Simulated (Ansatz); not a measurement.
Basis-set extrapolation for CH5B2NO, SMILES `BB(O)N=C` (PBE0-D4/def2-TZVP geometry, frozen core, Ansatz). Multiplicity 1, RHF reference.

```
                      def2-TZVPP   def2-QZVPP
                 HF  -219.566106  -219.576455
    MP2 correlation    -0.787404    -0.843653
CCSD(T) correlation    -0.856736      not run
```

Energies in hartree. Use E(X) = E(∞) + A·exp(−7.88·√X) for Hartree–Fock and E(X) = E(∞) + B·X^(−2.97) for correlation, with X = 3 and 4, and add CCSD(T) minus MP2 of the smaller set to the MP2 limit.

**Question.** What is the CCSD(T) energy at the basis-set limit?

**Answer.** HF limit: -219.576455 + (-0.010349) × 0.13774 = -219.57788. MP2 limit: -0.843653 + (-0.056249) × 0.74074 = -0.88532. Higher-order term: -0.856736 − (-0.787404) = -0.06933. Total: -220.53253 hartree, 288.0 kJ/mol below CCSD(T)/def2-TZVPP.
